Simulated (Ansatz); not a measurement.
System: sum formula HSiO2, charge 1, multiplicity 1. It need not be the lowest isomer of its formula. 
Structure (B3LYP-D3(BJ)/def2-TZVP (Ansatz, an electronic-structure program) minimum search):
```
Si
O 1 1.4940
O 1 1.5373 2 174.81
H 3 0.9721 1 141.10 2 -180.00
```
Charge +1, spin multiplicity 1.

Property: vertical triplet-singlet gap (E(triplet) - E(singlet); each state is the SCF solution reached for its spin), in eV. Cores are frozen in the correlated levels unless marked. Open shells are spin-unrestricted. No spin-orbit coupling. No relativistic terms. CBS marks a two-point X^-3 extrapolation of the correlation energy; Hartree-Fock from the larger set. The bracket is a focal-point correction in the basis named.

```csv
level,program,vertical triplet-singlet gap (eV),minus last row
HF/aug-cc-pV(T+d)Z,Ansatz,2.09,-1.70
SVWN5/def2-TZVPD,Ansatz,3.76,-0.03
wB97M-V/def2-TZVPD,Ansatz,3.41,-0.38
wB97X-V/def2-TZVPD,Ansatz,3.49,-0.30
B2PLYP/def2-TZVPD,Ansatz,3.68,-0.11
MP2/aug-cc-pV(T+d)Z,Ansatz,4.19,0.40
SCS-MP2/aug-cc-pV(T+d)Z,Ansatz,4.12,0.33
CCSD(T)/aug-cc-pV(D+d)Z,Ansatz,3.75,-0.04
CCSD(T)/aug-cc-pV(T+d)Z,Ansatz,3.73,-0.06
"RI-MP2/CBS(aug-cc-pV(T+d)Z,aug-cc-pV(Q+d)Z)+[CCSD(T)-MP2]/aug-cc-pV(T+d)Z",Ansatz,3.79,0.00
```
